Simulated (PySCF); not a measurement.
MgBr₂, optimised at HF/6-31G*:

```xyz
3

Mg     0.0000     0.0000     0.0000
Br     1.3758     1.3776    -1.2895
Br    -1.3758    -1.3776     1.2895
```

Energies from PySCF, thermal terms from the rigid-rotor harmonic-oscillator model, ideal gas at 1 bar. 6-31G* has spherical d functions here. All species are closed-shell singlets. B3LYP is the form with VWN-RPA correlation. Br: all electrons, no relativistic terms.

**Question.** List the harmonic frequencies (cm⁻¹, unscaled) at this level and at the other levels, each on its own geometry.

**Answer.** 
- HF/6-31G*: 98, 98, 200, 534
- B3LYP/6-31G*: 92, 92, 193, 518
- PBE/def2-SVP: 102, 102, 189, 510
- PBE0/def2-TZVP: 89, 90, 196, 526
